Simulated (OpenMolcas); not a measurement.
Mo4+ (d2) among equal point charges was computed by CASSCF with the d shell active (OpenMolcas, ANO-RCC-VDZP on the metal). Its lowest spin-free states, and all those of the highest spin:

```csv
2S+1,Degeneracy,E (cm-1)
3,1,0.0
3,2,1656
3,1,4467
3,2,8045
1,1,10357
1,1,11611
3,1,12868
1,2,13390
1,1,14550
1,1,17606
1,1,18536
1,2,18605
3,2,18778
3,1,31359
```

Question: Is the site octahedral, tetrahedral or cube-like, axial, or of lower symmetry?

Answer: The states with 2S+1 = 3 have orbital degeneracies 1, 2, 1, 2, 1, 2, 1. There are pairs but no triples, so the site is axial: not cubic, but with a proper or improper axis of order three or more. The run had Mo4+ among 5 point charges of -2 e arranged as a square pyramid (C4v), 2.11 Å from the ion, with the axial distance 2.004 Å.

Spin-orbit coupling mixes the spin-free states strongly: the lowest level takes only 70 % from its leading state, an unlabelled state of the same spin as most of the rest. Without dynamic correlation the repulsion within the d shell is too large (B by tens of per cent), so at a given field states of lower spin stand too high. This is an electrostatic model: the charges have no orbitals. An unlabelled pair can be two single states that coincide in this model. No measured value stands beside these numbers.
